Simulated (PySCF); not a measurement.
**Rubidium: highly charged ions in a basis for the neutral atom**

Rb¹⁴⁺ [Ar] 3d5, Rb¹⁵⁺ [Ar] 3d4. Computed with PySCF 2.14 in aug-cc-pVDZ-X2C (7s6p4d, 45 functions), with the spin-free X2C one-electron Hamiltonian (Gaussian nucleus). No spin-orbit coupling, so a gap to NIST mixes the basis error with missing relativistic terms.

Changed run: basis of the neutral atom used for a highly charged ion. This setting is unsound on purpose.

```
species  method  sound run (hartree)  changed run (hartree)  converged
  Rb¹⁴⁺     UHF              not run            -2886.88005        yes
  Rb¹⁴⁺     PBE              not run            -2887.64923        yes
  Rb¹⁴⁺  r2SCAN              not run            -2888.01398        yes
  Rb¹⁵⁺     UHF              not run            -2867.79505        yes
  Rb¹⁵⁺     PBE              not run            -2868.55980        yes
  Rb¹⁵⁺  r2SCAN              not run            -2868.90499        yes
```

Ionisation energy of Rb¹⁴⁺:

```json
{"method": "UHF", "changed run (eV)": "519.33", "NIST (eV)": "502 ± 3"}
{"method": "PBE", "changed run (eV)": "519.45", "NIST (eV)": "502 ± 3"}
{"method": "r2SCAN", "changed run (eV)": "519.98", "NIST (eV)": "502 ± 3"}
```

The contracted functions were made for the neutral atom and can be too rigid for a highly charged ion.
